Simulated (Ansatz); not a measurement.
Basis sets compared for the cluster Pb₂O₃. The state is a singlet with charge 0. Geometry PBE-D4/def2-SVP. Ansatz on 4 threads of Arm Neoverse V2 on a shared host; times are rough, and most runs start from earlier orbitals.

```xyz
5

Pb   -0.2248    1.7805    0.6176
Pb    0.8628   -1.6731    0.2418
O    -0.5959   -0.7938   -1.1544
O    -1.0107    0.5234   -1.0112
O     0.9686    0.1630    1.3062
```

In the def2 sets Pb takes a core potential; there is no spin–orbit coupling. The structure holds 1 bond(s) between oxygen atoms. Another isomer (singlet) lies 0.21 eV lower at PBE0-D4/def2-TZVP; other spin states weren't run for this one.

Binding counts from free atoms (Pb triplet, O triplet) in the same basis, without a counterpoise term.

```tsv
level	functions	energy (Eh)	HOMO (eV)	LUMO (eV)	binding per atom (eV)	wall time
PBE-D4/def2-SVP	94	-611.0850	-4.60	-2.58	3.39	0.7 s
PBE0-D4/def2-SVP	94	-610.9754	-5.62	-1.91	2.91	1.1 s
```

Estimate the rows for PBE-D4/def2-TZVP (with forces), PBE0-D4/def2-TZVP.


| level | functions | energy (Eh) | HOMO (eV) | LUMO (eV) | binding per atom (eV) | wall time |
| --- | --- | --- | --- | --- | --- | --- |
| PBE-D4/def2-TZVP (with forces) | 193 | -611.3858 | -4.71 | -2.71 | 3.41 | 1.9 s |
| PBE0-D4/def2-TZVP | 193 | -611.2744 | -5.73 | -2.05 | 2.96 | 2.9 s |
